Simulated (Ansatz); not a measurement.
Wavefunction ladder for C8H13ClFNZr (`C[N](C)[Zr]1234([F])([Cl])[C@@H]5[C@H]1[C@H]2[C@@]3(C)[C@@H]54`)

Z-matrix (Å, degrees):
```
Zr
F 1 1.932
N 1 2.012 2 106.0
C 1 2.527 2 139.5 3 102.6
C 1 2.762 2 86.5 3 -23.8
Cl 1 2.403 2 106.6 3 -112.3
C 1 2.493 2 108.2 3 90.3
C 1 2.551 2 131.9 3 148.2
C 1 2.490 2 99.3 3 145.8
C 1 2.481 2 86.4 3 115.3
H 1 2.541 2 71.6 3 -42.3
C 3 1.434 1 143.0 2 127.2
H 4 1.081 1 119.0 2 -143.9
H 5 1.098 1 124.7 2 -143.1
H 5 1.098 1 126.0 2 44.9
H 7 1.080 1 117.3 2 -71.4
C 8 1.490 1 123.4 2 117.5
H 9 1.082 1 117.1 2 53.9
H 10 1.080 1 115.3 2 -9.4
H 12 1.099 3 111.4 1 119.6
H 12 1.100 3 111.4 1 -120.8
H 12 1.090 3 110.9 1 -0.5
H 17 1.094 8 109.9 1 -176.5
H 17 1.090 8 111.5 1 -56.6
H 17 1.091 8 111.4 1 63.8
```

The species carries charge 0 and has multiplicity 1. Correlated methods include outer-core shells of Zr, which these sets cover unevenly. Zr takes the def2 core potential. The geometry is a stationary point of PBE0-D4/def2-TZVP. It is one conformer, not always the lowest. Frozen core, restricted reference, the Gaussian-basis code of Ansatz.

```csv
basis,HF (Eh),MP2 corr.
def2-SVP,-970.15752,-1.86605
def2-TZVPP,-970.84992,-2.37037
def2-QZVPP,-970.88689,-2.55997
```

**Question.** Estimate the CCSD correlation energy and the (T) correction in each basis where they were run (hartree).

**Answer.** 
```json
{"basis": "def2-SVP", "CCSD corr.": "-1.93741", "(T)": "-0.07348"}
{"basis": "def2-TZVPP", "CCSD corr.": "-2.41563", "(T)": "-0.11591"}
```
